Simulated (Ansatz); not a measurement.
Two isomers of C2H7GeNSi: A = `N=C=C[SiH2][GeH3]`, B = `[GeH3][NH]C1=C[SiH2]1`.

Program: Ansatz. Geometries: PBE0-D4/def2-TZVP. ΔE: electronic, gas phase. CBS: MP2 limit from def2 TZ/QZ plus the TZ coupled-cluster correction, frozen cores. Functionals use def2-TZVPP. B3LYP here is the variant with VWN-RPA as its local correlation; programs differ in this. For Ge outer-core shells are correlated without core-valence functions, which leaves a few kJ/mol of doubt a bond. Scalar relativity is left out up to krypton. One conformer a species, not always the lowest.

A:

```xyz
12

N    -2.4197   -1.3956   -1.7636
C    -1.6931   -0.5200   -1.3386
C    -1.0130    0.4573   -0.7981
Si   -0.3214    0.2996    0.9119
Ge    2.0588    0.3739    0.8675
H    -1.9939   -2.1545   -2.2877
H    -0.8451    1.3483   -1.3950
H    -0.7746   -0.9973    1.4798
H    -0.8160    1.4057    1.7777
H     2.6531    0.3348    2.2868
H     2.5425    1.6666    0.1846
H     2.6225   -0.8187    0.0747
```

B:

```xyz
12

Ge    0.5643   -2.1153    0.2042
N     0.9778   -0.3218    0.0228
C     0.0388    0.6449   -0.0632
C    -1.3043    0.7357   -0.0588
Si   -0.5494    2.3530   -0.2279
H    -0.2664   -2.5672   -1.0064
H     1.9125   -2.8450    0.2629
H    -0.2418   -2.3195    1.4957
H     1.9366   -0.0232   -0.0186
H    -2.1429    0.0562    0.0162
H    -0.4749    3.0805   -1.5229
H    -0.4502    3.3216    0.8961
```

**Question.** Which is lower in electronic energy at CCSD(T)/CBS, and by how much? (An estimate is asked.)

**Answer.** The calculation gave: A, by 12.6 kcal/mol.

**Question.** Give E(B) − E(A) in kcal/mol with r2SCAN-D4, ωB97M-V, PBE0-D4, PBE-D4, B3LYP, HF/def2-TZVPP, MP2/def2-TZVPP. (Estimate.)

**Answer.** The calculation gave: r2SCAN-D4 15.7, ωB97M-V 13.0, PBE0-D4 13.6, PBE-D4 16.2, B3LYP 17.8, HF/def2-TZVPP 15.7, MP2/def2-TZVPP 10.5. None reverses the order clearly.

Largest T1 diagnostic: 0.014.

In def2-TZVPP, CCSD(T) changes the Hartree–Fock value by −2.3 kcal/mol (the triples alone add +0.1 kcal/mol) and MP2 by −5.2 kcal/mol. The D4 term adds −1.0 kcal/mol with B3LYP and −0.5 kcal/mol with PBE0; it sums over pairs of atoms, weighted by their polarisabilities, and B3LYP, whose exchange is more repulsive, gets the larger term.
